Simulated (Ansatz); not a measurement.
Start from `NB[SiH2]N` and change one atom or group to get `NB[SiH2]O`.

Ansatz, PBE0-D4/def2-TZVP geometries, multiplicity 1. Each molecule was computed in one conformer, which needn't be the lowest.

| property | `NB[SiH2]N` |
| --- | --- |
| LUMO energy (PBE/def2-TZVPP) / eV | -1.48 |
| HOMO–LUMO gap (PBE/def2-TZVPP) / eV | 3.83 |
| LUMO energy (B3LYP/def2-TZVPP) / eV | -0.78 |
| HOMO–LUMO gap (B3LYP/def2-TZVPP) / eV | 5.65 |
| HOMO–LUMO gap (ωB97M-V/def2-TZVPP) / eV | 10.11 |
| LUMO energy (PBE0/def2-TZVPP) / eV | -0.58 |

(1) What does the change do to each property? (Best estimate.)

Results:

(1) The calculation gave: 
```json
{"property": "LUMO energy (PBE/def2-TZVPP) / eV", "`NB[SiH2]O`": "-1.62", "shift": "-0.14"}
{"property": "HOMO–LUMO gap (PBE/def2-TZVPP) / eV", "`NB[SiH2]O`": "4.52", "shift": "0.69"}
{"property": "LUMO energy (B3LYP/def2-TZVPP) / eV", "`NB[SiH2]O`": "-0.90", "shift": "-0.12"}
{"property": "HOMO–LUMO gap (B3LYP/def2-TZVPP) / eV", "`NB[SiH2]O`": "6.38", "shift": "0.73"}
{"property": "HOMO–LUMO gap (ωB97M-V/def2-TZVPP) / eV", "`NB[SiH2]O`": "10.82", "shift": "0.71"}
{"property": "LUMO energy (PBE0/def2-TZVPP) / eV", "`NB[SiH2]O`": "-0.70", "shift": "-0.12"}
```

With PBE0 the HOMO falls by 0.83 eV and the LUMO falls by 0.12 eV, so the gap widens by about 0.71 eV. PBE moves the HOMO by -0.83 eV and ωB97M-V by -0.78 eV. The zero-point energy changes by -30.7 kJ/mol with -3 modes.

B3LYP here is the variant with VWN-RPA as its local correlation; programs differ in this.
